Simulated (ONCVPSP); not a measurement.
**cerium (Ce): variants of one ONCV potential**

Base potential:

cerium, optimised norm-conserving Vanderbilt (ONCV), made with ONCVPSP 4.0.1 (PBEsol, scalar-relativistic). Core [Kr] 4d10 4f1, reference 5s2 5p6 5d1 6s2. Waves: 5s+6s: rc 2.70 bohr, ncon 3, nbas 6, qcut 4.5 1/bohr, 2 projectors; 5p: rc 1.70 bohr, ncon 5, nbas 9, qcut 4.8 1/bohr, 1 projector; 5d: rc 2.80 bohr, ncon 5, nbas 9, qcut 3 1/bohr, 2 projectors, debl 3.3 Ha. Local part: polynomial inside 1.45 bohr (lpopt 5, dvloc0 4 Ha). Core correction: none.

Cutoffs, loose and tight: the cutoffs (Ha) at which the residual kinetic energy of the hardest occupied pseudo-wave falls to 1 and 0.1 mHa per electron. They do not see the model core or the augmentation charge, which bear on the density cutoff. Test errors are all-electron minus pseudo excitation energies from the reference, over the configurations 5s2 5p6 5d1 6s1; 5s2 5p6 5d1 6s0; 5s2 5p6 5d0 6s0; 5s2 5p6 5d0 6s2. A dash means not determined; rows that change the core or the reference have their own tests. The largest error is taken over the tests solved by every variant that gives reliable tests at all: 5s2 5p6 5d0 6s0; 5s2 5p6 5d1 6s0; 5s2 5p6 5d1 6s1.

A true bound ghost makes a file unfit for plane-wave use even where its test errors are small: the radial tests pick states by their node count and pass the ghost by.

```tsv
change	outcome	cutoff, loose	cutoff, tight	bound ghosts	GHOST(+) flags above zero	largest test error (meV)
base	generated	24 Ha	76 Ha	none	s	-24
all radii scaled by about 0.80 (s 2.16, p 1.36, d 2.24 bohr); local potential polynomial inside 1.16 bohr (lpopt 5, dvloc0 4 Ha)	generated	134 Ha	150 Ha	s	none	-24
all radii scaled by about 0.84 (s 2.28, p 1.44, d 2.36 bohr); local potential polynomial inside 1.22 bohr (lpopt 5, dvloc0 4 Ha)	generated	102 Ha	126 Ha	s	p	-26
all radii scaled by about 0.93 (s 2.52, p 1.58, d 2.60 bohr); local potential polynomial inside 1.34 bohr (lpopt 5, dvloc0 4 Ha)	generated	21 Ha	48 Ha	none	s	-26
all radii scaled by about 1.03 (s 2.78, p 1.76, d 2.88 bohr); local potential polynomial inside 1.50 bohr (lpopt 5, dvloc0 4 Ha)	generated	25 Ha	74 Ha	none	s, d	-22
all radii scaled by about 1.18 (s 3.18, p 2.00, d 3.30 bohr); local potential polynomial inside 1.70 bohr (lpopt 5, dvloc0 4 Ha)	generated	15 Ha	57 Ha	none	none	-10
all radii scaled by about 1.31 (s 3.54, p 2.24, d 3.68 bohr); local potential polynomial inside 1.90 bohr (lpopt 5, dvloc0 4 Ha)	generated	10 Ha	32 Ha	none	d	+27
```

(1) What comes out with this change to the base: all radii scaled by about 1.23 (s 3.32, p 2.08, d 3.44 bohr); local potential polynomial inside 1.78 bohr (lpopt 5, dvloc0 4 Ha)?

(2) What comes out with this change to the base: all radii scaled by about 1.09 (s 2.96, p 1.86, d 3.06 bohr); local potential polynomial inside 1.58 bohr (lpopt 5, dvloc0 4 Ha)?

## Answers

(1) outcome: generated; cutoff, loose: 12 Ha; cutoff, tight: 52 Ha; bound ghosts: none; GHOST(+) flags above zero: none; largest test error (meV): -11.

(2) outcome: generated; cutoff, loose: 23 Ha; cutoff, tight: 67 Ha; bound ghosts: none; GHOST(+) flags above zero: d; largest test error (meV): -17.

Reading the sweep of the scale of all radii (base = 1) (base included, trends over the rows without a ghost): The loose cutoff falls from 21 Ha at 0.93 to 10 Ha at 1.31, with one reversal. A larger radius leaves more room for a smooth pseudo-wave, so fewer plane waves are needed; a smaller one forces it to follow the all-electron wave where it bends sharply. Bound ghosts are found at 0.8, 0.84.
